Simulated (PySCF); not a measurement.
## Computed vibrations of [WO3Br]−

[WO3Br]− (singlet). PySCF 2.14.0, RKS PBE, W def2-SVP with ECP60, O def2-SVP, Br def2-SVP; non-relativistic Hamiltonian with scalar-relativistic core potentials where named; density fitting; no spin-orbit coupling. Central differences of gradients.

```xyz
5

W     0.0000    0.4782    0.2689
O     1.4293    0.5969    1.2883
O     0.0000    1.8276   -0.8606
O    -1.4293    0.5969    1.2883
Br    0.0000   -1.7270   -0.9747
```

Run from Python with OMP_NUM_THREADS=2. Where DIIS fails, smearing, a level shift and second-order steps follow.
It took 68 s on 2 threads of AMD EPYC 9B14 (Zen 4), with other jobs on the host.

Task: What are the harmonic wavenumbers and infrared intensities?

Result: Modes are labelled in Cs; negative numbers are unstable modes, those under 60 cm⁻¹ near the noise; a finer grid moves soft modes by up to 10 cm⁻¹.
| cm⁻¹ | km/mol | symmetry |
| --- | --- | --- |
| 138 | 3.9 | a'' |
| 138 | 3.6 | a' |
| 199 | 1.2 | a' |
| 304 | 39.0 | a' |
| 313 | 3.3 | a'' |
| 316 | 3.7 | a' |
| 896 | 181.3 | a' |
| 896 | 181.8 | a'' |
| 944 | 44.4 | a' |

Task: Is this a minimum?

Result: Yes. Ideal gas at 298.15 K and 1 bar: S = 352.2 J/(mol K), Cp = 83.8 J/(mol K), H − H(0 K) = 18.5 kJ/mol (rigid rotor, harmonic modes, spin degeneracy alone).
